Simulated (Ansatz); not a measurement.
A search over several starts for the lowest SCF solution of the cluster Be₃O₃ at the given spin, in a small basis.

```yaml
crystal:
  periodic: [false, false, false]
  atoms:
    - {symbol: Be, position_ang: [-0.737262, -1.041054, -0.189744]}
    - {symbol: Be, position_ang: [-0.542869, 1.166011, 0.094923]}
    - {symbol: Be, position_ang: [1.280136, -0.124946, 0.094581]}
    - {symbol: O, position_ang: [0.916612, 1.294310, 0.235854]}
    - {symbol: O, position_ang: [0.674950, -1.449699, -0.117942]}
    - {symbol: O, position_ang: [-1.591578, 0.155378, -0.117673]}
basis:
  gaussian: {orbitals: def2-SVP, initial_orbitals: start.molden}
hamiltonian: {xc: pbe0, dispersion: d4}
output: {orbitals: {seedname: orbitals}}
```

The file start.molden holds the orbitals of an earlier run on this structure, at another level or in another basis.

```sh
$ ansatz run in.yaml --threads 4 --pin off --events-out ev --progress --plain --max-ram 3916MiB
```

It prints (some lines left out):

```
Functional definition: PBE0
762 factors; integrals over basis functions are off by at most 2.1e-4 eV
mean field evaluation 1: about -7268.5147 eV, gradient 8.7e1 eV
mean field evaluation 2: about -7296.2286 eV, gradient 4.5e1 eV
mean field evaluation 4: about -7336.0288 eV, gradient 2.2e1 eV
mean field evaluation 8: about -7337.7354 eV, gradient 2.0e-3 eV
mean field evaluation 16: about -7337.3946 eV, gradient 5.8e-1 eV
mean field -7337.73541140 eV, -269.6568026734 hartree, gradient 5.3e-5 eV, S^2 0.000000; 1 other end points of the search recorded, 0 dependent functions left out
reference -7337.73544720 eV, -269.6568039890 hartree; 18, 18 occupied and 51, 51 virtual orbitals, 762 factors
Total energy: -7337.84850843 eV, -269.6609589124 hartree
```

It took 1.1 s on 4 threads of Intel Xeon Platinum 8488C on a shared host.

The structure comes from a short search, and lower isomers may exist.
